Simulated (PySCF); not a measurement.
**Ionisation energy of Cl⁺ by level of theory**

Cl⁺ [Ne] 3s2 3p4 (3P) → Cl²⁺ [Ne] 3s2 3p3 (4S), as a difference of total energies. Calculation: PySCF 2.14, in x2c-QZVPPall with one added diffuse shell each of s, p, d, f type (10s7p5d3f1g, 86 functions); scalar relativity by spin-free X2C-1e. Correlated levels: valence: [Ne] frozen. The calculations carry no spin-orbit coupling.

```json
{"method": "UHF", "ionisation energy (eV)": "22.578"}
{"method": "MP2 (valence)", "ionisation energy (eV)": "23.473"}
{"method": "SCS-MP2 (valence)", "ionisation energy (eV)": "23.581"}
{"method": "CCSD (valence)", "ionisation energy (eV)": "23.594"}
{"method": "CCSD(T) (valence)", "ionisation energy (eV)": "23.631"}
```

Errors of the correlated levels include the incompleteness of this basis and the frozen core.

Problem. Which method comes closest to the reference value, and which is furthest?

Solution. The reference is 23.771 eV (measured; NIST levels, between the centres of gravity of the two terms). Closest: CCSD(T) (valence) (error -0.140 eV); furthest: UHF (error -1.193 eV).
